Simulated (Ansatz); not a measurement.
# How methods differ on C2HBF2 (SMILES C#CB(F)F)

C2HBF2 has 6 atoms, charge 0, and is taken as a singlet. SMILES: `C#CB(F)F`. Geometry: optimised at B3LYP/def2-SVP.

Quantity: the adiabatic ionisation energy (to the doublet cation, shapes relaxed at B3LYP/def2-SVP, no zero-point term), in eV. The values are calculated.

```tsv
level	kind	program	value (eV)	less CCSD(T)/def2-SVP	CPU time (all runs)
BLYP/def2-SVP	GGA	Ansatz	10.97	-0.17	6.1 s
PBE/def2-SVP	GGA	Ansatz	11.14	0.00	6.4 s
PBE0-D4/def2-SVP	global hybrid	Ansatz	11.25	+0.11	6.2 s
CAM-B3LYP/def2-SVP	range-separated hybrid	Ansatz	11.28	+0.14	8.7 s
wB97M-V/def2-SVP	range-separated hybrid	Ansatz	11.22	+0.08	26 s
B2PLYP/def2-SVP	double hybrid	Ansatz	11.24	+0.10	8.2 s
RPA@PBE/def2-SVP	RPA	Ansatz	11.18	+0.04	13 s
CCSD(T)/def2-SVP	coupled cluster or CI	Ansatz	11.14	0.00	25 s
```

Differences are taken from CCSD(T)/def2-SVP for orientation; it has basis-set and higher-order errors of its own. The values span 10.97 to 11.28 eV. CPU times are rough (shared hosts, several kinds of processor): they show what a rung costs within a factor of a few.
